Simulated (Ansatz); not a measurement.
The same bond dissociation along the group O, S, Se.

Gas-phase electronic energies from Ansatz, PBE0-D4/def2-TZVP geometries. CBS: MP2 limit from def2 TZ/QZ plus the TZ coupled-cluster correction, frozen cores. This one scheme is used for every species. Functionals use def2-TZVPP. Open shells (•) are unrestricted, without spin–orbit coupling. def2 core potentials past Kr. For Se, Sn outer-core shells are correlated without core-valence functions, which leaves a few kJ/mol of doubt a bond. Scalar relativity is left out up to krypton. Each species was taken in one conformer, which may not be the lowest.

| reaction | CCSD/CBS(def2) (kJ/mol) | revPBE-D4 (kJ/mol) | CCSD(T)/CBS(def2) (kJ/mol) |
| --- | --- | --- | --- |
| `[OH][SnH2][Cl]` → `[OH]`• + `[Cl][SnH2]`• | 400 | 374 | 412 |
| `[SH][SnH2][Cl]` → `[SH]`• + `[Cl][SnH2]`• | 317 | 300 | 328 |
| `[Cl][SnH2][SeH]` → `[SeH]`• + `[Cl][SnH2]`• | 298 | 274 | 308 |

Largest T1 diagnostic: 0.015, for `[Cl][SnH2]`•.
